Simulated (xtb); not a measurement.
xtb input (GFN2-xTB):

```bash
xtb mol.xyz --gfn 2 --ohess tight --chrg -1 --uhf 0
```
mol.xyz:
```
8

Si    -2.07378980    -0.67504787     0.04399161
O     -0.72349290    -0.67106291     0.87896027
Si     0.88982172    -0.26696700     0.72782985
Cl     0.58961828     1.95016626     0.51988197
Cl     1.15660235    -0.73227708    -1.48275935
H     -2.13082977     0.42198469    -0.95026390
H     -2.24038745    -1.91332790    -0.76467716
H     -3.23470665    -0.53569494     0.91024224
```

Output:

```
           -------------------------------------------------
          |                Calculation Setup                |
           -------------------------------------------------

           -------------------------------------------------
          |                 G F N 2 - x T B                 |
           -------------------------------------------------

        Reference                      10.1021/acs.jctc.8b01176
      * Hamiltonian:
        H0-scaling (s, p, d)           1.850000    2.230000    2.230000
        zeta-weighting                 0.500000
      * Dispersion:
        s8                             2.700000
        a1                             0.520000
        a2                             5.000000
        s9                             5.000000
      * Repulsion:
        kExp                           1.500000    1.000000
        rExp                           1.000000
      * Coulomb:
        alpha                          2.000000
        third order                    shell-resolved
        anisotropic                    true
        a3                             3.000000
        a5                             4.000000
        cn-shift                       1.200000
        cn-exp                         4.000000
        max-rad                        5.000000

          ...................................................
          :                      SETUP                      :
          :.................................................:
          :  # basis functions                  47          :
          :  # atomic orbitals                  43          :
          :  # shells                           17          :
          :  # electrons                        32          :
          :  max. iterations                   250          :
          :  Hamiltonian                  GFN2-xTB          :
          :  restarted?                      false          :
          :  GBSA solvation                  false          :
          :  PC potential                    false          :
          :  electronic temp.          300.0000000     K    :
          :  accuracy                    1.0000000          :
          :  -> integral cutoff          0.2500000E+02      :
          :  -> integral neglect         0.1000000E-07      :
          :  -> SCF convergence          0.1000000E-05 Eh   :
          :  -> wf. convergence          0.1000000E-03 e    :
          :  Broyden damping             0.4000000          :
          :  net charge                         -1          :
          :  unpaired electrons                  0          :
          ...................................................

 iter      E             dE          RMSdq      gap      omega  full diag
   1    -18.4858981 -0.184859E+02  0.103E+01    4.05       0.0  T
   2    -18.5904554 -0.104557E+00  0.529E+00    3.57       1.0  T
   3    -18.5944756 -0.402018E-02  0.297E+00    3.83       1.0  T
   4    -18.5959079 -0.143234E-02  0.141E+00    3.66       1.0  T
   5    -18.5969049 -0.996974E-03  0.401E-01    3.85       1.0  T
   6    -18.5969799 -0.750624E-04  0.238E-01    3.82       1.0  T
[...]
 * 5 selected distances

     #   Z          #   Z                                           value/Å
     1  14 Si       2   8 O                                       1.5882906
     2   8 O        3  14 Si                                      1.6770097 (max)
     1  14 Si       6   1 H                                       1.4677354 (min)
     1  14 Si       7   1 H                                       1.4696316
     1  14 Si       8   1 H                                       1.4729394
Molecule has no symmetry elements
It seems to be the C1 point group

 * 2 distinct bonds (by element types)

   Z      Z             #   av. dist./Å        max./Å        min./Å
   1 H   14 Si          3     1.4701021     1.4729394     1.4677354
   8 O   14 Si          2     1.6326501     1.6770097     1.5882906

           -------------------------------------------------
          |               Frequency Printout                |
           -------------------------------------------------
 projected vibrational frequencies (cm⁻¹)
eigval :       -0.00    -0.00    -0.00     0.00     0.00     0.00
eigval :       33.91    59.95    83.17   127.12   181.43   238.32
eigval :      260.44   307.79   515.58   603.27   638.05   796.79
eigval :      820.01   846.51  1049.31  2148.53  2176.08  2215.21
 reduced masses (amu)
   1: 30.01   2: 31.35   3: 32.16   4: 31.65   5: 30.28   6: 24.26   7:  4.85   8: 24.38
   9: 26.32  10: 32.39  11: 23.26  12: 25.25  13: 28.35  14: 28.57  15: 21.94  16:  4.41
  17:  5.30  18:  2.37  19:  2.45  20:  4.53  21: 18.77  22:  2.01  23:  2.05  24:  1.39
 IR intensities (km·mol⁻¹)
   1:  1.47   2:  2.82   3:  5.39   4:  6.92   5:  5.30   6:  0.30   7:  0.25   8:  0.26
   9:  1.36  10:  0.06  11:  6.18  12: 16.35  13:126.93  14: 75.71  15: 81.01  16: 83.05
  17:112.14  18:208.96  19:208.19  20:433.92  21:504.57  22:555.72  23:384.58  24:136.05
 Raman intensities (Ä⁴*amu⁻¹)
   1:  0.00   2:  0.00   3:  0.00   4:  0.00   5:  0.00   6:  0.00   7:  0.00   8:  0.00
   9:  0.00  10:  0.00  11:  0.00  12:  0.00  13:  0.00  14:  0.00  15:  0.00  16:  0.00
  17:  0.00  18:  0.00  19:  0.00  20:  0.00  21:  0.00  22:  0.00  23:  0.00  24:  0.00
 output can be read by thermo (or use thermo option).
 writing <g98.out> molden fake output.
 recommended (thermochemical) frequency scaling factor: 1.0
           -------------------------------------------------
          |             Thermodynamic Functions             |
           -------------------------------------------------

c1  symmetry found (for desy threshold:  0.10E+00) used in thermo

          ...................................................
          :                      SETUP                      :
          :.................................................:
          :  # frequencies                          18      :
          :  # imaginary freq.                       0      :
          :  linear?                             false      :
          :  only rotor calc.                    false      :
          :  symmetry                               c1      :
          :  rotational number                       1      :
          :  scaling factor                  1.0000000      :
          :  rotor cutoff                   50.0000000 cm⁻¹ :
          :  imag. cutoff                  -20.0000000 cm⁻¹ :
          :.................................................:

    mode    ω/cm⁻¹     T·S(HO)/kcal·mol⁻¹    T·S(FR)/kcal·mol⁻¹   T·S(vib)
   ------------------------------------------------------------------------
       1     33.91    -1.66553 ( 17.47%)    -1.17114 ( 82.53%)    -1.25750
       2     59.95    -1.32941 ( 67.39%)    -1.00256 ( 32.61%)    -1.22282
       3     83.17    -1.13736 ( 88.45%)    -0.90565 ( 11.55%)    -1.11058
       4    127.12    -0.89120 ( 97.66%)    -0.78001 (  2.34%)    -0.88860
       5    181.43    -0.68982 ( 99.43%)    -0.67467 (  0.57%)    -0.68974
       6    238.32    -0.54127 ( 99.81%)    -0.59389 (  0.19%)    -0.54137
       7    260.44    -0.49457 ( 99.86%)    -0.56759 (  0.14%)    -0.49467
   ------------------------------------------------------------------------

   temp. (K)  partition function   enthalpy   heat capacity  entropy
                                   cal/mol     cal/K/mol   cal/K/mol   J/K/mol
 298.15  VIB  0.102E+04             3684.312     19.005     24.294
         ROT  0.481E+06              888.752      2.981     28.982
         INT  0.489E+09             4573.064     21.986     53.276
         TR   0.171E+28             1481.254      4.968     40.830
         TOT                        6054.3182    26.9543    94.1053   393.7365
Note: The following floating-point exceptions are signalling: IEEE_UNDERFLOW_FLAG IEEE_DENORMAL
normal termination of xtb

       T/K    H(0)-H(T)+PV         H(T)/Eh          T*S/Eh         G(T)/Eh
   ------------------------------------------------------------------------
    298.15    0.964817E-02    0.394955E-01    0.447125E-01   -0.521697E-02
   ------------------------------------------------------------------------

         :::::::::::::::::::::::::::::::::::::::::::::::::::::
         ::                  THERMODYNAMIC                  ::
         :::::::::::::::::::::::::::::::::::::::::::::::::::::
         :: total free energy         -18.550953138269 Eh   ::
         ::.................................................::
         :: total energy              -18.545736171890 Eh   ::
         :: zero point energy           0.029847316796 Eh   ::
         :: G(RRHO) w/o ZPVE           -0.035064283175 Eh   ::
         :: G(RRHO) contrib.           -0.005216966379 Eh   ::
         :::::::::::::::::::::::::::::::::::::::::::::::::::::

optimized geometry written to: xtbopt.xyz

           -------------------------------------------------
          | TOTAL ENERGY              -18.545736171890 Eh   |
          | TOTAL ENTHALPY            -18.506240684984 Eh   |
          | TOTAL FREE ENERGY         -18.550953138269 Eh   |
          | GRADIENT NORM               0.000085828631 Eh/α |
          | HOMO-LUMO GAP               3.733101428864 eV   |
           -------------------------------------------------

------------------------------------------------------------------------
------------------------------------------------------------------------
 total:
 SCF:
 ANC optimizer:
 analytical hessian:
```

It need not be the lowest isomer of its formula. Whether it binds its extra electron was not tested at this geometry.
